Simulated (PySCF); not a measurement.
B(Cl)2(GeH3), SMILES Cl[B](Cl)[GeH3], PBE0/def2-SVP optimised geometry. Atoms within 1.6 Å of the plane z = 1.5 Å (x, y, z in Å): B1 (0.29, -0.71, 0.00), Cl2 (2.04, -0.71, 0.00), Cl3 (-0.54, -2.25, 0.04), Ge4 (-0.79, 1.06, 0.00), H5 (-1.26, 1.35, 1.44).

Computed with PBE0/def2-TZVP run with PySCF 2.14.0.

Map of the electrostatic potential (hartree/e), clipped to [-0.08, 0.12] on the plane z = 1.5 Å:

```
|0000000000000000000000000000000|
|0000000000000000000000000000000|
|0000000000000000000000000000000|
|0000000000000000000000000000000|
|0000000000000000000000000000000|
|0000000000000000000000000000000|
|0000000000111111000000000000000|
|0000000011222111111000000000000|
|0000000013675322111100000000000|
|0000000138999643221100000000000|
|0000000149999954321110000000000|
|0000000149999964322110000000000|
|0000000138999865432110000000000|
|0000000124687654432110000000000|
|0000000112344444432211000000000|
|0000000112233444443221110000000|
|0000000111223345554322211000000|
|0000000011122356664322221100000|
|0000000001112345654322221100000|
|0000000000112344543221111000000|
|0000000000012233332211100000000|
|0000000000012232221100000000000|
|0000000000012322111000000000000|
|0000000000012221100000000000000|
|0000000000012211000000000000000|
|0000000000011110000000000000000|
|0000000000001000000000000000000|
|0000000000000000000000000000000|
|0000000000000000000000000000000|
|0000000000000000000000000000000|
|0000000000000000000000000000000|
```
Scale: ten equal steps from -0.007 (start of '0') to 0.120 (end of '9'), in the order '0123456789'; x runs from -4.50 to 4.50, y from -4.50 (bottom) to 4.50 (top).
